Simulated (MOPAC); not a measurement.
MOPAC input (PM6):

```
PM6 PRECISE GNORM=0.05 LET XYZ GEO-OK AUX(PRECISION=9) THREADS=1
C3H6S

C     0.00079100 1    1.31838500 1    0.25090900 1
C    -1.14803300 1    0.29356500 1    0.21813300 1
S    -0.00082100 1   -1.02849300 1   -0.37741300 1
C     1.14874700 1    0.29267700 1    0.21555300 1
H     0.00201700 1    1.98981900 1    1.11119900 1
H     0.00000500 1    1.92193000 1   -0.65634700 1
H    -1.96942900 1    0.50863700 1   -0.46146000 1
H    -1.54453000 1    0.05090800 1    1.20350400 1
H     1.96878000 1    0.50711500 1   -0.46588400 1
H     1.54726900 1    0.04971300 1    1.20003000 1
```

Output:

```
 *******************************************************************************
 **                                                                           **
 **                              MOPAC v23.2.5                                **
 **                                                                           **
 *******************************************************************************
 ** MOPAC's Digital Object Identifier: https://doi.org/10.5281/zenodo.6511958 **
 **                                                                           **
 ** Please cite the open-source release paper for use of this MOPAC version:  **
 ** J. E. Moussa and J. J. P. Stewart (2026)                                  **
 ** MOPAC: An open-source semiempirical molecular orbital program             **
 ** J. Open Source Softw., 11(119), 8025, https://doi.org/10.21105/joss.08025 **
 *******************************************************************************

                              PM6 CALCULATION RESULTS

 *******************************************************************************
 *  PM6        - The PM6 Hamiltonian to be used
 *  GEO-OK     - OVERRIDE INTERATOMIC DISTANCE AND OTHER SAFETY CHECKS
 *  LET        - OVERRIDE SOME SAFETY CHECKS
 *  PRECISE    - TIGHTER CRITERIA TO BE USED
 *  XYZ        - CARTESIAN COORDINATE SYSTEM TO BE USED
 *  GNORM      - EXIT WHEN GRADIENT NORM DROPS BELOW 0.050
 *  AUX        - OUTPUT AUXILIARY INFORMATION
 *******************************************************************************
PM6 PRECISE GNORM=0.05 LET XYZ GEO-OK AUX(PRECISION=9) THREADS=1
 C3H6S

   ATOM   CHEMICAL          X               Y               Z
  NUMBER   SYMBOL      (ANGSTROMS)     (ANGSTROMS)     (ANGSTROMS)

     1       C          0.00079100  *   1.31838500  *   0.25090900  *
     2       C         -1.14803300  *   0.29356500  *   0.21813300  *
     3       S         -0.00082100  *  -1.02849300  *  -0.37741300  *
     4       C          1.14874700  *   0.29267700  *   0.21555300  *
     5       H          0.00201700  *   1.98981900  *   1.11119900  *
     6       H          0.00000500  *   1.92193000  *  -0.65634700  *
     7       H         -1.96942900  *   0.50863700  *  -0.46146000  *
     8       H         -1.54453000  *   0.05090800  *   1.20350400  *
     9       H          1.96878000  *   0.50711500  *  -0.46588400  *
    10       H          1.54726900  *   0.04971300  *   1.20003000  *

          CARTESIAN COORDINATES

    NO.       ATOM           X           Y           Z

     1         C          0.0008      1.3184      0.2509
     2         C         -1.1480      0.2936      0.2181
     3         S         -0.0008     -1.0285     -0.3774
     4         C          1.1487      0.2927      0.2156
     5         H          0.0020      1.9898      1.1112
     6         H          0.0000      1.9219     -0.6563
     7         H         -1.9694      0.5086     -0.4615
     8         H         -1.5445      0.0509      1.2035
     9         H          1.9688      0.5071     -0.4659
    10         H          1.5473      0.0497      1.2000

 General Reference for PM6:
 "Optimization of Parameters for Semiempirical Methods V: Modification of NDDO Approximations
 and Application to 70 Elements", J. J. P. Stewart, J. Mol. Mod., 13, 1173-1213 (2007)
 URL: https://link.springer.com/article/10.1007/s00894-007-0233-4

           Empirical Formula: C3 H6 S  =    10 atoms

      MOLECULAR POINT GROUP   :   Cs

      RHF CALCULATION, NO. OF DOUBLY OCCUPIED LEVELS = 12

          Geometry optimization using EF

          DIAGONAL MATRIX USED AS START HESSIAN

 CYCLE:     1  GRAD.:    23.046 HEAT:  6.812474
 CYCLE:     2  GRAD.:   137.376 HEAT:  11.90229
 CYCLE:     3  GRAD.:    33.512 HEAT:  6.971970
 CYCLE:     4  GRAD.:   129.352 HEAT:  13.43261
 CYCLE:     5  GRAD.:    37.408 HEAT:  6.856909
 CYCLE:     6  GRAD.:   111.441 HEAT:  13.09981
 CYCLE:     7  GRAD.:    26.489 HEAT:  6.491793
 CYCLE:     8  GRAD.:    95.636 HEAT:  10.53166
 CYCLE:     9  GRAD.:    25.168 HEAT:  6.299250
 CYCLE:    10  GRAD.:    67.190 HEAT:  8.899085
 CYCLE:    11  GRAD.:     5.108 HEAT:  5.931346
 CYCLE:    12  GRAD.:     9.012 HEAT:  5.882543
 CYCLE:    13  GRAD.:    11.848 HEAT:  5.662369
 CYCLE:    14  GRAD.:    12.930 HEAT:  5.230636
 CYCLE:    15  GRAD.:    39.741 HEAT:  5.529459
 CYCLE:    16  GRAD.:    36.677 HEAT:  5.278964
 CYCLE:    17  GRAD.:    22.775 HEAT:  5.445402
 CYCLE:    18  GRAD.:     3.937 HEAT:  4.828760
 CYCLE:    19  GRAD.:    22.527 HEAT:  5.034797
 CYCLE:    20  GRAD.:     5.454 HEAT:  4.779451
 CYCLE:    21  GRAD.:     6.467 HEAT:  4.788433
 CYCLE:    22  GRAD.:     3.203 HEAT:  4.765606
 CYCLE:    23  GRAD.:     5.831 HEAT:  4.773497
 CYCLE:    24  GRAD.:     0.869 HEAT:  4.753289
 CYCLE:    25  GRAD.:     0.543 HEAT:  4.751642
 CYCLE:    26  GRAD.:     0.296 HEAT:  4.750850
 CYCLE:    27  GRAD.:     0.369 HEAT:  4.750867
 CYCLE:    28  GRAD.:     0.089 HEAT:  4.750775
 CYCLE:    29  GRAD.:     0.058 HEAT:  4.750772
 CYCLE:    30  GRAD.:     0.017 HEAT:  4.750769

     GRADIENT =  0.01744 IS LESS THAN CUTOFF =  0.05000

 -------------------------------------------------------------------------------
 PM6 PRECISE GNORM=0.05 LET XYZ GEO-OK AUX(PRECISION=9) THREADS=1
 C3H6S

     GEOMETRY OPTIMISED USING EIGENVECTOR FOLLOWING (EF).
     SCF FIELD WAS ACHIEVED

                              PM6 CALCULATION
                                                       MOPAC v23.2.5 Linux

          FINAL HEAT OF FORMATION =          4.75077 KCAL/MOL =      19.87722 KJ/MOL

          COSMO AREA              =        109.09 SQUARE ANGSTROMS
          COSMO VOLUME            =         96.31 CUBIC ANGSTROMS

          GRADIENT NORM           =          0.01744          =       0.00551 PER ATOM
          IONIZATION POTENTIAL    =          8.672681 EV
          HOMO LUMO ENERGIES (EV) =         -8.673  0.227
          NO. OF FILLED LEVELS    =         12
          MOLECULAR WEIGHT        =         74.1404         POINT GROUP:  C2v

          MOLECULAR DIMENSIONS (Angstroms)

            Atom       Atom       Distance
            H     9    H     8     4.02642
            H    10    H     7     3.19607
            H     6    S     3     3.08164

          SCF CALCULATIONS        =         31

   ATOM   CHEMICAL          X               Y               Z
  NUMBER   SYMBOL      (ANGSTROMS)     (ANGSTROMS)     (ANGSTROMS)

     1       C          0.00084627  *   1.28773132  *   0.33347212  *
     2       C         -1.16711846  *   0.31478762  *   0.11172014  *
     3       S         -0.00061949  *  -1.07352594  *  -0.20831855  *
     4       C          1.16761050  *   0.31412006  *   0.10835402  *
     5       H          0.00243342  *   1.73223877  *   1.34253129  *
     6       H          0.00005976  *   2.12776655  *  -0.38074689  *
     7       H         -1.80609277  *   0.54495529  *  -0.74887669  *
     8       H         -1.80394836  *   0.14640361  *   0.98806965  *
     9       H          1.80423316  *   0.54391387  *  -0.75408592  *
    10       H          1.80686569  *   0.14535977  *   0.98286185  *

                             CARTESIAN COORDINATES

   1    C        0.000846269     1.287731323     0.333472122
   2    C       -1.167118459     0.314787616     0.111720143
   3    S       -0.000619485    -1.073525941    -0.208318550
   4    C        1.167610500     0.314120058     0.108354015
   5    H        0.002433418     1.732238772     1.342531293
   6    H        0.000059764     2.127766553    -0.380746885
   7    H       -1.806092767     0.544955293    -0.748876687
   8    H       -1.803948362     0.146403605     0.988069645
   9    H        1.804233159     0.543913875    -0.754085918
  10    H        1.806865693     0.145359768     0.982861851

           Empirical Formula: C3 H6 S  =    10 atoms

      MOLECULAR POINT GROUP   :   C2v

                  EIGENVALUES
 -31.13354 -24.68781 -23.67334 -19.45341 -16.57113 -15.38331 -13.91631 -13.59999
 -12.31249 -12.00880 -10.40810  -8.67268   0.22705   0.82866   2.60139   2.68454
   2.70380   2.92699   3.11656   3.36565   4.28091   4.96793   5.43739   5.81404
   5.87163   5.92196   5.95741

              NET ATOMIC CHARGES AND DIPOLE CONTRIBUTIONS

  ATOM NO.   TYPE          CHARGE      No. of ELECS.   s-Pop       p-Pop       d-Pop
    1          C          -0.250736        4.2507     1.08736     3.16338
    2          C          -0.280869        4.2809     1.11185     3.16902
    3          S          -0.101384        6.1014     1.94030     4.04435     0.11673
    4          C          -0.280864        4.2809     1.11186     3.16901
    5          H           0.144538        0.8555     0.85546
    6          H           0.144531        0.8555     0.85547
    7          H           0.156196        0.8438     0.84380
    8          H           0.156197        0.8438     0.84380
    9          H           0.156196        0.8438     0.84380
   10          H           0.156196        0.8438     0.84380
 DIPOLE           X         Y         Z       TOTAL
 POINT-CHG.     0.001     1.839     0.422     1.887
 HYBRID         0.000     0.164     0.038     0.168
 SUM            0.001     2.003     0.459     2.055

          ATOMIC ORBITAL ELECTRON POPULATIONS

     Atom    s        px        py        pz      x^2-y^2     xz        z^2       yz        xy
    1  C   1.08736   0.96863   1.03984   1.15491
    2  C   1.11185   1.03531   0.97650   1.15720
    3  S   1.94030   0.94912   1.15069   1.94454   0.00853   0.00700   0.01918   0.01195   0.07009
    4  C   1.11186   1.03527   0.97652   1.15722
    5  H   0.85546
    6  H   0.85547
    7  H   0.84380
    8  H   0.84380
    9  H   0.84380
   10  H   0.84380

 **********************
 *                    *
 * JOB ENDED NORMALLY *
 *                    *
 **********************

 == MOPAC DONE ==
```

The geometry given is a B3LYP-D3(BJ)/def2-TZVP minimum.
